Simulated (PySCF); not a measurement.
CH5AlF2O2Si, SMILES [OH][Al]([OH])[CH2][SiH](F)F. Atoms are numbered in the order given.

```xyz
12

Si     1.4990     0.3896     0.1718
F      1.7925     1.5684     1.2373
F      0.4288    -0.6461     1.0132
C      0.3613     0.7750    -1.1911
Al    -1.0706    -0.3968    -0.4545
O     -1.1569    -1.9568    -1.1443
O     -2.3248     0.3954     0.3873
H      2.7323    -0.4024     0.0040
H      0.7230     0.4486    -2.1777
H      0.0659     1.8346    -1.2266
H     -1.8018    -2.6433    -0.9604
H     -3.0924     0.0070     0.8121
```

Coordinates come from a B3LYP-D3(BJ)/def2-SVP optimisation. The structure was generated by enumeration; whether it is a known compound was not checked. The values are those of a single conformer.

All values below come from r2SCAN/def2-TZVP in PySCF.

ESP charges are fitted to the potential on shells at 1.4 to 2.0 van der Waals radii. Atomic charges (e):

| atom | Mulliken | ESP fit | IAO | Löwdin |
|---|---|---|---|---|
| Si1 | 0.76 | 0.58 | 1.45 | 0.18 |
| F2 | -0.31 | -0.23 | -0.52 | 0.01 |
| F3 | -0.30 | -0.21 | [?] | 0.11 |
| C4 | -0.59 | -0.52 | [?] | -0.43 |
| Al5 | 0.69 | 0.90 | 1.28 | -0.27 |
| O6 | -0.58 | -0.80 | -0.84 | -0.13 |
| O7 | -0.58 | -0.78 | -0.84 | -0.13 |
| H8 | -0.03 | -0.05 | -0.14 | -0.03 |
| H9 | 0.15 | 0.14 | [?] | 0.17 |
| H10 | 0.15 | 0.16 | [?] | 0.17 |
| H11 | 0.31 | 0.41 | [?] | 0.18 |
| H12 | 0.31 | 0.40 | [?] | 0.18 |

Problem. Fill in the missing entries. (An estimate is asked for; the answer gives what the named calculation found.)

Solution. 
- F3, IAO: -0.50
- C4, IAO: -1.01
- H9, IAO: 0.19
- H10, IAO: 0.19
- H11, IAO: 0.36
- H12, IAO: 0.36
